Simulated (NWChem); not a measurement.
# Lowest excitation of C2H2F (+1)

```xyz
5

C      0.0000     0.0000    -1.2509
C      0.0000     0.0000     0.0175
F      0.0000     0.0000     1.2238
H      0.9580     0.0000    -1.8067
H     -0.9580     0.0000    -1.8067
```
Charge +1, spin multiplicity 1.

Everything below was run with NWChem. The geometry was optimised at PBE0/def2-SVP, a minimum by its harmonic frequencies.

Basis set: aug-cc-pVDZ.

The correlated methods keep 3 core orbitals frozen. B3LYP has NWChem's definition, with VWN1-RPA local correlation. The spin multiplicity of the parent species was assumed, not shown to be that of its ground state. The structure started from a generated list of species. Coupled-cluster values serve here as a point of comparison, not as the truth.

Task: For the lowest vertical singlet excitation energy, TD-PBE0 gives 3.50 eV and CIS gives 3.39 eV. What do TD-PBE, TD-B3LYP, EOM-CCSD give?

Result: TD-PBE: 3.57 eV; TD-B3LYP: 3.48 eV; EOM-CCSD: 3.59 eV.
